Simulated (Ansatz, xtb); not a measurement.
# Two isomers of C7H8O

Structure I: `Cc1ccc(O)cc1`, a singlet. Structure II: `Cc1ccccc1O`, a singlet. Both are isolated molecules in the gas phase, relaxed with PBE0-D3(BJ)/def2-SVP; the shapes shown needn't be the lowest conformers.

I (Å):

```yaml
atoms:
  - { symbol: C, position_ang: [-1.7490, 0.2360, 1.4042] }
  - { symbol: C, position_ang: [-0.7560, 0.4349, 0.2951] }
  - { symbol: C, position_ang: [0.6185, 0.3166, 0.5107] }
  - { symbol: C, position_ang: [1.5384, 0.5052, -0.5203] }
  - { symbol: C, position_ang: [1.0958, 0.8204, -1.8060] }
  - { symbol: C, position_ang: [-0.2779, 0.9428, -2.0418] }
  - { symbol: C, position_ang: [-1.1800, 0.7518, -1.0037] }
  - { symbol: O, position_ang: [1.9376, 1.0145, -2.8453] }
  - { symbol: H, position_ang: [-2.4688, -0.5625, 1.1626] }
  - { symbol: H, position_ang: [-2.3335, 1.1516, 1.5907] }
  - { symbol: H, position_ang: [-1.2501, -0.0376, 2.3448] }
  - { symbol: H, position_ang: [0.9870, 0.0703, 1.5104] }
  - { symbol: H, position_ang: [2.6104, 0.4055, -0.3218] }
  - { symbol: H, position_ang: [2.8442, 0.8999, -2.5420] }
  - { symbol: H, position_ang: [-0.6164, 1.1887, -3.0502] }
  - { symbol: H, position_ang: [-2.2501, 0.8517, -1.2084] }
```

II (Å):

```yaml
atoms:
  - { symbol: C, position_ang: [-1.1604, 0.0035, 1.4429] }
  - { symbol: C, position_ang: [-0.2954, 0.3229, 0.2632] }
  - { symbol: C, position_ang: [1.0791, 0.0854, 0.2499] }
  - { symbol: C, position_ang: [1.8697, 0.3902, -0.8594] }
  - { symbol: C, position_ang: [1.2765, 0.9472, -1.9880] }
  - { symbol: C, position_ang: [-0.0952, 1.1951, -2.0022] }
  - { symbol: C, position_ang: [-0.8762, 0.8866, -0.8875] }
  - { symbol: O, position_ang: [-2.2108, 1.1088, -0.8535] }
  - { symbol: H, position_ang: [-1.9587, -0.7048, 1.1696] }
  - { symbol: H, position_ang: [-1.6649, 0.9067, 1.8214] }
  - { symbol: H, position_ang: [-0.5708, -0.4342, 2.2599] }
  - { symbol: H, position_ang: [1.5403, -0.3527, 1.1396] }
  - { symbol: H, position_ang: [2.9433, 0.1923, -0.8389] }
  - { symbol: H, position_ang: [1.8780, 1.1929, -2.8664] }
  - { symbol: H, position_ang: [-0.5683, 1.6332, -2.8871] }
  - { symbol: H, position_ang: [-2.4889, 1.4930, -1.6913] }
```

Quicker runs give these differences E(II) − E(I): GFN2-xTB +0.16 kcal/mol; HF/STO-3G −0.28 kcal/mol (at GFN2-xTB geometries); r2SCAN-D4/def2-SVP −1.59 kcal/mol (at GFN2-xTB geometries).

Which of the two would you expect CCSD(T)/def2-SVP + ΔMP2/def2-TZVPP electronic energies to favour?

Too close to call at this level: CCSD(T)/def2-SVP + ΔMP2/def2-TZVPP gives E(II) − E(I) = −1.15 kcal/mol.

The same difference at several levels:

| level | geometry | E(II) − E(I) (kcal/mol) | departure from the last row (kcal/mol) | job, with rough time for the two |
| --- | --- | --- | --- | --- |
| GFN2-xTB | GFN2-xTB | +0.16 | +1.31 | optimisation, 0.12 s |
| HF/STO-3G | GFN2-xTB | −0.28 | +0.88 | single point, 0.42 s |
| r2SCAN-D4/def2-SVP | GFN2-xTB | −1.59 | −0.44 | single point, 4.2 s |
| PBE0-D3(BJ)/def2-SVP | PBE0-D3(BJ)/def2-SVP | −1.35 | −0.20 | optimisation, 95 s |
| HF/def2-SVP | PBE0-D3(BJ)/def2-SVP | −0.97 | +0.19 | part of the CCSD(T) run |
| MP2/def2-SVP | PBE0-D3(BJ)/def2-SVP | −1.48 | −0.33 | part of the CCSD(T) run |
| CCSD(T)/def2-SVP | PBE0-D3(BJ)/def2-SVP | −1.36 | −0.21 | single point |
| CCSD(T)/def2-SVP + ΔMP2/def2-TZVPP | PBE0-D3(BJ)/def2-SVP | −1.15 |  | single point, 1.9 min |

As drawn, both hold the same kinds of bond in the same numbers.

GFN2-xTB, HF/STO-3G find them nearly level. The largest departure from CCSD(T)/def2-SVP + ΔMP2/def2-TZVPP is that of GFN2-xTB, 1.31 kcal/mol. The last row adds to CCSD(T) the change of the MP2 difference between the two basis sets, here +0.21 kcal/mol.

With thermal terms from frequencies at re-optimised GFN2-xTB minima (ideal gas, soft modes damped towards free rotors, one conformer each, 298.15 K, 1 atm): the zero-point term adds +0.10 kcal/mol; ΔH is −1.13 and ΔG −0.86 kcal/mol.

The correlated steps freeze 8 core orbitals. Run with Ansatz 0.2.0, xtb 6.7.1; the last row on 4 threads of Arm Neoverse V1 on a shared host.
